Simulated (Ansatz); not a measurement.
Geometry optimisation, UKS B3LYP/def2-SVP (Ansatz).

input.yaml

```yaml
crystal:
  periodic: [false, false, false]
  atoms:
    - { symbol: F, position_ang: [-1.9463, -0.7134, 1.0557] }
    - { symbol: C, position_ang: [-1.5286, 0.6017, 0.7805] }
    - { symbol: O, position_ang: [-0.3527, 0.9971, 1.4137] }
    - { symbol: Si, position_ang: [0.0701, 0.84, -0.1923] }
    - { symbol: Si, position_ang: [1.229, -1.0017, -0.6698] }
    - { symbol: H, position_ang: [-0.46615, 1.38731, 2.31646] }
    - { symbol: H, position_ang: [0.303, 2.1668, -0.7834] }
    - { symbol: H, position_ang: [1.3227, -1.2013, -2.1302] }
    - { symbol: H, position_ang: [0.6889, -2.2246, -0.0063] }
    - { symbol: H, position_ang: [2.6373, -0.8397, -0.169] }
magnetization:
  spin_polarized: true
basis:
  gaussian: { orbitals: def2-SVP }
hamiltonian:
  xc: b3lyp
relax:
  f_tol: 0.02
  max_steps: 50
output:
  orbitals: {}
```

Command:

```bash
$ ansatz run input.yaml --threads 2 --pin off --max-ram 3072MiB --backend cpu --events-out ev --progress --plain --runs-dir out
```

Question: Where does it end, and by what steps?

Answer: The forces met the threshold. After 22 steps the energy has fallen by 2.322 eV; C2 moved furthest, 1.07 Å. Parted: C2–O3 (1.39 → 3.09 Å).

| step | energy less start (eV) | largest force component (eV/Å) | accepted |
| --- | --- | --- | --- |
| 0 | 0.0000 | 6.319 | yes |
| 1 | -0.8888 | 3.740 | yes |
| 2 | -1.1559 | 1.188 | yes |
| 3 | -1.3942 | 1.390 | yes |
| 4 | -1.5496 | 1.393 | yes |
| 5 | -1.6189 | 0.876 | yes |
| 6 | -1.7265 | 1.120 | yes |
| 7 | -1.8834 | 1.417 | yes |
| 8 | -2.0036 | 0.831 | yes |
| 9 | -2.1284 | 0.856 | yes |
| 10 | -2.2060 | 0.609 | yes |
| 11 | -2.2556 | 0.435 | yes |
| 12 | -2.2688 | 0.866 | yes |
| 13 | -2.2904 | 0.169 | yes |
| 14 | -2.2921 | 0.593 | yes |
| 15 | -2.3053 | 0.206 | yes |
| 16 | -2.3117 | 0.165 | yes |
| 17 | -2.3090 | 0.261 | no |
| 18 | -2.3179 | 0.076 | yes |
| 19 | -2.3202 | 0.075 | yes |
| 20 | -2.3221 | 0.072 | yes |
| 21 | -2.3211 | 0.222 | no |
| 22 | -2.3224 | 0.015 | yes |

```xyz
10
Properties=species:S:1:pos:R:3
F -2.596 -0.270 0.824
C -1.856 0.197 -0.157
O 0.365 0.893 1.869
Si -0.066 0.719 0.258
Si 1.278 -1.016 -0.617
H 0.014 1.651 2.352
H 0.120 1.990 -0.510
H 1.048 -1.145 -2.084
H 0.934 -2.305 0.051
H 2.716 -0.702 -0.370
```

Whether the end is a true minimum wasn't checked by a vibrational analysis.

Time of the run: 4.3 min on 2 threads of AMD EPYC 7571, on a shared host, peak memory 0.35 GiB.
